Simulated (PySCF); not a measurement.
## Polarisability and C₆ of W⁻ (tungsten, charge -1)

[Xe] 4f14 5d5 6s2, high-spin 6S determinant. All numbers are calculated (PySCF 2.14, a scalar-relativistic core potential, in aug-cc-pwCVTZ-PP with ECP60MDF (8s8p7d4f3g, 122 functions)). Coupled (time-dependent) response in atomic units; α is the mean over directions.

```json
{"method": "CAM-B3LYP", "mean α (bohr³)": "244.4", "C₆ (like pair)": "4039", "S(−4)": "53630"}
```

S(−4) is the Cauchy moment in α(ω) = α(0) + S(−4) ω² + …

α(iu) at CAM-B3LYP:

```csv
u (hartree),α(iu) (bohr³)
0,244.4
0.0500,169.6
0.100,105.9
0.200,54.10
0.300,34.35
0.500,18.43
0.750,10.83
1.00,7.316
1.50,4.112
2.00,2.671
3.00,1.394
5.00,0.5709
```

For an ion, C₆ is the dispersion term alone; charge-induced terms of lower order in 1/R come first.

Energies and moments cover only the electrons outside the core potential. Spin-orbit coupling, which splits the p, d and f shells strongly at this Z, is absent.
